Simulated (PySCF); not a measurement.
## Energy of Pm(2+) (promethium, charge +2) between two integer charges

The 4f alpha orbital of [Xe] 4f5 is emptied in steps (occupation f), with all orbitals relaxed, ending at [Xe] 4f4. All numbers are calculated (PySCF 2.14, scalar relativity through the core potential, in def2-SVP with the def2 core potential (28 electrons) (10s6p4d3f1g, 78 functions)). The exact energy is a straight line in f; departures are measured from the line between the end points of the same method.

Q: Among UHF, LDA, PBE, which shows the largest delocalisation error (convex curve), and which is closest to linear?

A: Most convex: LDA (-2.120 eV at f = 0.4); closest to linear: UHF (0.963 eV).

```csv
f,UHF (eV),LDA (eV),PBE (eV)
1,0.000,0.000,0.000
0.8,0.676,-1.391,-1.343
0.6,0.988,-2.104,-2.028
0.4,0.963,-2.120,-2.042
0.2,0.626,-1.424,-1.370
0,0.000,0.000,0.000
```

```json
{"method": "UHF", "E(f=0) − E(f=1) (eV)": "20.280", "−ε at f=1 (eV)": "24.613", "−ε at f=0.4 (eV)": "19.355"}
{"method": "LDA", "E(f=0) − E(f=1) (eV)": "24.439", "−ε at f=1 (eV)": "15.816", "−ε at f=0.4 (eV)": "26.125"}
{"method": "PBE", "E(f=0) − E(f=1) (eV)": "23.952", "−ε at f=1 (eV)": "15.620", "−ε at f=0.4 (eV)": "25.587"}
```

Reference removal energy between the ground levels: 22.44 ± 0.08 eV (semi-empirical (NIST evaluation); NIST Atomic Spectra Database, ionization energies). The calculation has no spin-orbit coupling. The determinant left behind need not be the lowest term of the ion. UHF lacks correlation.
